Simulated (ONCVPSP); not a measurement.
**W: one change to an ONCV potential, before and after**

ONCVPSP 4.0.1 input, shortened (lines: element, Z, core and valence counts, functional; n l f; lmax; l rc ep ncon nbas qcut; lloc lpopt rc5 dvloc0; l nproj debl; icmod fcfact rcfact), PBEsol, scalar-relativistic:

```
  W 74.00    9    6  -116133      upf
    1    0    2.00
    2    0    2.00
    2    1    6.00
    3    0    2.00
    3    1    6.00
    3    2   10.00
    4    0    2.00
    4    1    6.00
    4    2   10.00
    4    3   14.00
    5    0    2.00
    5    1    6.00
    5    2    4.00
    6    0    1.75
    6    1    0.25
    3
    0    1.40    0.00    3    6    6.70
    1    1.80    0.00    5    9    9.50
    2    2.40    0.00    4    9    5.40
    3    1.10    0.00    4    8   16.80
    4    5    0.85    6.00
    0    2    3.10
    1    2    1.90
    2    2    0.40
    3    2    2.00
    3    4.25    1.60
```

All-electron outer shells of the reference configuration (PBEsol, scalar-relativistic, ld1.x):

```tsv
shell	level (eV)	outermost node (bohr)	outermost maximum (bohr)
4p	-423.71	0.24	0.44
4d	-238.69	0.22	0.45
5s	-79.53	0.53	0.96
5p	-43.64	0.57	1.09
4f	-33.66	–	0.43
6s	-6.03	1.28	2.64
5d	-4.89	0.63	1.49
6p	-1.55	1.54	3.70
```

Change: local potential polynomial inside 1.00 bohr (lpopt 5, dvloc0 0 Ha).

Cutoffs: the cutoffs (Ha) at which the residual kinetic energy of the hardest occupied pseudo-wave falls to 1 and 0.1 mHa per electron; they do not see the model core or the augmentation charge, which bear on the density cutoff. Errors are all-electron minus pseudo energies relative to the spin-unpolarised reference configuration.

Q: How do hardness, ghosts and transferability respond?

A: The potential gets neither clearly harder nor softer (117 Ha and 128 Ha → 117 Ha and 128 Ha); the bound ghost in s disappears; the lowest positive-energy flag moves from d at 166.7 eV to s at 20.0 eV; the errors of the 3 common tests hardly move; the range in which the s phases agree narrows (upper end at the end of the scan → 0.7). In the separable form a ghost depends on how the local part lies against the semilocal potential of the channel, so the choice of the local part can create or remove one.

| quantity | base | changed |
| --- | --- | --- |
| cutoff, loose | 117 Ha | 117 Ha |
| cutoff, tight | 128 Ha | 128 Ha |
| bound ghosts | s | none |
| GHOST(+) flags under 300 eV | d at 166.7 eV, p at 210.5 eV | s at 20.0 eV, p at 267.2 eV |
| tests with a reliable result | 3 of 4 | 3 of 4 |
| error for 4f14 5s2 5p6 5d4 6s2 6p0, meV [ΔE -1.11 eV] | +0.3 | +0.3 |
| error for 4f14 5s2 5p6 5d4 6s1 6p0, meV [ΔE 7.81 eV] | -2.6 | -2.7 |
| error for 4f14 5s2 5p6 5d4 6s0 6p0, meV [ΔE 23.51 eV] | -8.1 | -8.7 |
| s: phases at 1.42 bohr within 0.05 rad from the reference energy up to (Ha; the scan ends near 5) | to the end of the scan | 0.7 |
| p: phases at 1.83 bohr within 0.05 rad from the reference energy up to (Ha; the scan ends near 5) | to the end of the scan | to the end of the scan |
| d: phases at 2.44 bohr within 0.05 rad from the reference energy up to (Ha; the scan ends near 5) | to the end of the scan | to the end of the scan |
| f: phases at 1.12 bohr within 0.05 rad from the reference energy up to (Ha; the scan ends near 5) | to the end of the scan | to the end of the scan |
| rms error of d²Exc/dni dnj with the model core, mHa | 1.08 | 1.06 |

 A true bound ghost makes a file unfit for plane-wave use even where its test errors are small: the radial tests pick states by their node count and pass the ghost by.
